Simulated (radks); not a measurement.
Results of a calculation; reference values are marked as such.
All-electron atom: Yb+ in [Xe] 4f13.5 6s1 6p0.5 (fractional occupations, a model configuration).

Code: a radial shooting solver on a logarithmic mesh with Libxc functionals. Model: Dirac Kohn-Sham, PBE, spin-unpolarised, spherical densities, finite nucleus; open shells fill j = l - 1/2 first; Fermi nuclear charge, rms radius 5.3108 fm.

Energy parts (hartree):
total: -14073.9482
kinetic: 15630.9391
electron-nucleus: -34917.8593
Hartree: 5507.1907
exchange-correlation: -294.2187

Orbitals (lengths in bohr, moments of r in powers of bohr; r(max) is where P^2 peaks):
orbital  occ.  eigenvalue (hartree)   r(max)  small-component weight
1s1/2       2             -2247.647  0.01237                6.90e-02
2s1/2       2             -380.9524  0.07077                1.55e-02
2p1/2       2             -363.4238  0.05296                1.55e-02
2p3/2       4             -324.9479  0.05938                1.42e-02
3s1/2       2             -86.20736   0.1997                5.03e-03
3p1/2       2             -78.46170   0.1875                4.97e-03
3p3/2       4             -70.29544   0.2008                4.59e-03
3d3/2       4             -57.09731   0.1581                4.47e-03
3d5/2       6             -55.31321   0.1618                4.36e-03
4s1/2       2             -17.31180   0.4555                1.63e-03
4p1/2       2             -14.17532   0.4568                1.54e-03
4p3/2       4             -12.32529   0.4852                1.39e-03
4d3/2       4              -7.16353   0.4859                1.21e-03
4d5/2       6              -6.82639   0.4950                1.17e-03
4f5/2       6              -0.55911   0.4793                7.25e-04
4f7/2     7.5              -0.50931   0.4847                7.05e-04
5s1/2       2              -2.40233    1.068                3.28e-04
5p1/2       2              -1.54506    1.163                2.58e-04
5p3/2       4              -1.31293    1.252                2.21e-04
6s1/2       1              -0.38400    2.976                4.15e-05
6p1/2     0.5              -0.24721    3.682                2.66e-05
6p3/2       0              -0.22779    3.933                2.40e-05

The highest occupied level is 6p1/2 at -6.727 eV. The electron density at the nucleus is 1.027e+06 e/bohr^3. The density falls to 0.001 e/bohr^3 at r = 4.66 bohr.
